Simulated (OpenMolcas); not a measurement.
Cr2+ (d4) among equal point charges was computed by CASSCF with the d shell active (OpenMolcas, ANO-RCC-VDZP on the metal). Its lowest spin-free states, and all those of the highest spin:

| 2S+1 | Degeneracy | E (cm-1) |
| --- | --- | --- |
| 5 | 3 | 0.0 |
| 5 | 2 | 5887 |
| 3 | 3 | 14431 |
| 3 | 3 | 17274 |
| 1 | 1 | 18466 |
| 3 | 3 | 19579 |
| 3 | 3 | 21701 |
| 3 | 2 | 22710 |
| 3 | 3 | 22931 |
| 1 | 3 | 23111 |
| 3 | 3 | 26478 |
| 3 | 1 | 26705 |

Q: Is the site octahedral, tetrahedral or cube-like, axial, or of lower symmetry?

A: The states with 2S+1 = 5 have orbital degeneracies 3, 2. Threefold states need a cubic site. For d4 at this spin an octahedron puts the twofold E below the threefold T2 and a tetrahedron or cube puts the threefold T2 below the twofold E, so the site is a tetrahedron or a cube, which this pattern cannot tell apart. The first gap at this spin, 5890 cm-1, is |10Dq| in ligand-field theory. The run had Cr2+ among 8 point charges of -1.04 e arranged as a cube (Oh), 1.79 Å from the ion.

An orbital triplet at a regular site is open to Jahn-Teller coupling, which can distort the site and quench the lowest spin-orbit gaps and is left out. Without dynamic correlation the repulsion within the d shell is too large (B by tens of per cent), so at a given field states of lower spin stand too high. Point charges carry no covalency, so the field is a model and not that of real ligands. No measured value stands beside these numbers.
